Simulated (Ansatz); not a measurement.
The same ligand exchange along the group B, Al, Ga, In.

Computed with Ansatz on PBE0-D4/def2-TZVP structures; ΔE is electronic, products minus reactants. CCSD(T)/CBS is the MP2 limit (def2-TZVPP, def2-QZVPP) plus CCSD(T) − MP2 in def2-TZVPP, frozen cores. This one scheme is used for every species. Elements past krypton have def2 core potentials. For Br, Ga, In outer-core shells are correlated without core-valence functions, which leaves a few kJ/mol of doubt a bond. Scalar relativity is left out up to krypton.

| reaction | MP2/CBS(def2) (kJ/mol) |
| --- | --- |
| `ClB(Br)Br` + HBr → `BrB(Br)Br` + HCl | 4 |
| `[Cl][Al]([Br])[Br]` + HBr → `[Br][Al]([Br])[Br]` + HCl | -3 |
| `[Cl][Ga]([Br])[Br]` + HBr → `[Br][Ga]([Br])[Br]` + HCl | -15 |
| `[Cl][In]([Br])[Br]` + HBr → `[Br][In]([Br])[Br]` + HCl | -23 |

Task: Give the CCSD(T)/CBS values in the same order. (Estimate.)

Result: Ansatz gave: 7, -2, -13, -22 kJ/mol.

Largest T1 diagnostic: 0.010, for `[Cl][In]([Br])[Br]`.
